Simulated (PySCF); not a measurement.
# Working out the excitation energy of Si

Si [Ne] 3s2 3p2 (3P) → Si [Ne] 3s1 3p2 4s1 (5P). Calculation: PySCF 2.14, in aug-cc-pwCVDZ; the non-relativistic Hamiltonian (point nucleus). Frozen: nothing. Energies in hartree (1 hartree = 27.21139 eV):

```tsv
part	Si (lower)	Si (upper)
UHF	-288.851177	-288.533271
MP2 opposite-spin	-0.138879	-0.096793
MP2 same-spin	-0.051381	-0.053608
```

Task: What does Hartree-Fock give?

Result: (-288.533271) − (-288.851177) = 0.317906 hartree = 8.651 eV.

Task: What do MP2 and SCS-MP2 (6/5 opposite-spin, 1/3 same-spin) give?

Result: The opposite-spin parts differ by 1.145 eV and the same-spin parts by -0.061 eV. MP2: 8.651 + (1.145) + (-0.061) = 9.735 eV. SCS-MP2: 8.651 + 1.2 × (1.145) + (-0.061)/3 = 10.005 eV.

The upper state lies above the first ionisation limit, but in LS coupling its spin forbids autoionisation to the ground ion. A Rydberg-like electron needs more diffuse functions than a valence basis has.

A double-zeta basis recovers only part of the correlation energy.
